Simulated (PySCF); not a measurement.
Part of a log for `C=CCBP`: ground state, then the species with a core hole.

Method used: PySCF 2.14.0, delta-SCF UKS SCAN, pcX-2 on the ionised atom, pcseg-1 elsewhere, spin-free X2C. Atoms in this output count from 0. The cycles run on a coarse integration grid; for E(ground) and E(ion) the exchange–correlation energy is redone on a finer one, so they differ from the last cycle, and only they enter the binding energy.

Coordinates (Å, GFN2-xTB):
```
C      1.894485    -0.249576     0.856674
C      1.134361    -0.142328    -0.217735
C      0.160438     0.963184    -0.467467
B     -1.360888     0.532878    -0.490396
P     -1.886803    -1.254593    -0.426944
H      2.567481    -1.077351     1.003417
H      1.878188     0.493518     1.638343
H      1.168979    -0.904830    -0.987978
H      0.302921     1.756676     0.272624
H      0.389246     1.421917    -1.436802
H     -2.176408     1.352907    -0.685575
H     -1.060440    -1.740277     0.564139
H     -3.015947    -1.151640     0.359971
```

```
ground state, core basis on atom 4 (P), 156 functions
  cycle   1  E = -486.10472049  |g| = 3.39e-01
  cycle   2  E = -486.10469287  |g| = 2.86e-02
  cycle   3  E = -486.10448850  |g| = 3.85e-02
  cycle   4  E = -486.10496477  |g| = 5.31e-03
  cycle   5  E = -486.10497039  |g| = 2.79e-03
  cycle   6  E = -486.10497464  |g| = 4.60e-04
  E(ground) = -486.10312378 Eh
hole in P 1s of atom 4
  cycle   1  E = -405.95957618  |g| = 4.72e+00
  cycle   2  E = -404.70328076  |g| = 2.46e+00
  cycle   3  E = -402.71746320  |g| = 2.09e+00
  cycle   4  E = -407.05948327  |g| = 3.01e-01
  ...
  cycle   9  E = -407.10691445  |g| = 2.89e-03
  cycle  10  E = -407.10691724  |g| = 6.14e-04
  cycle  11  E = -407.10691852  |g| = 2.50e-04
  E(ion) = -407.10526191 Eh   <S^2> = 0.7517   hole on atom = 1.000
```

Problem. What is the P 1s binding energy of atom 4?

Solution. (-407.105262 − (-486.103124)) Eh × 27.2114 eV/Eh = 2149.64 eV, for the three-coordinate phosphorus.

```
ground state, core basis on atom 1 (C), 145 functions
  cycle   1  E = -485.99345116  |g| = 6.27e-02
  cycle   2  E = -485.99270635  |g| = 6.11e-02
  cycle   3  E = -485.99330473  |g| = 3.78e-02
  cycle   4  E = -485.99368247  |g| = 6.26e-03
  cycle   5  E = -485.99369827  |g| = 7.36e-04
  cycle   6  E = -485.99369570  |g| = 3.14e-04
  E(ground) = -486.02147672 Eh
hole in C 1s of atom 1
  cycle   1  E = -474.74519354  |g| = 1.51e+00
  cycle   2  E = -472.66199221  |g| = 2.17e+00
  cycle   3  E = -475.02607016  |g| = 6.42e-01
  cycle   4  E = -475.23799283  |g| = 4.13e-01
  ...
  cycle  11  E = -475.32123666  |g| = 2.34e-03
  cycle  12  E = -475.32125286  |g| = 1.05e-03
  cycle  13  E = -475.32125544  |g| = 4.56e-04
  E(ion) = -475.34803407 Eh   <S^2> = 0.8209   hole on atom = 1.000
```

Problem. What is the C 1s binding energy of atom 1?

Solution. (-475.348034 − (-486.021477)) Eh × 27.2114 eV/Eh = 290.44 eV, for the alkene CH carbon.

```
ground state, core basis on atom 2 (C), 145 functions
  cycle   1  E = -485.99155002  |g| = 6.01e-02
  cycle   2  E = -485.99132488  |g| = 3.76e-02
  cycle   3  E = -485.99136933  |g| = 3.43e-02
  cycle   4  E = -485.99166651  |g| = 9.34e-03
  cycle   5  E = -485.99168980  |g| = 4.43e-04
  cycle   6  E = -485.99168912  |g| = 2.10e-04
  E(ground) = -486.01902863 Eh
hole in C 1s of atom 2
  cycle   1  E = -474.75476447  |g| = 1.51e+00
  cycle   2  E = -473.83596901  |g| = 1.92e+00
  cycle   3  E = -475.17845722  |g| = 4.94e-01
  cycle   4  E = -475.22210551  |g| = 3.93e-01
  ...
  cycle  10  E = -475.32590965  |g| = 8.26e-04
  cycle  11  E = -475.32591097  |g| = 5.11e-04
  cycle  12  E = -475.32591220  |g| = 3.68e-04
  E(ion) = -475.35171544 Eh   <S^2> = 0.7673   hole on atom = 1.000
```

Problem. What is the C 1s binding energy of atom 2?

Solution. (-475.351715 − (-486.019029)) Eh × 27.2114 eV/Eh = 290.27 eV, for the sp3 carbon bound to boron.

The ground state is recomputed for each atom, because the flexible core basis sits on the ionised atom alone; energies of different blocks can't be mixed. Isolated species at its GFN2-xTB geometry (one conformer only).

Hardware: one thread, Arm Neoverse V1 (aarch64), no GPU, shared host with 32 logical CPUs at a one-minute load of 12. Cost: 47 s wall, 0.46 GiB resident at most.

Shape of the structure used: `[CH2:1]=[CH:2][CH2:3][BH:4][PH2:5]`: C1–C2–C3–B4 -114°, C2–C3–B4–P5 -7°, H–P5–B4–C3 44°, H–P5–B4–C3 143°.
Labels such as C1 count atoms from 1, the log's own numbers from 0.
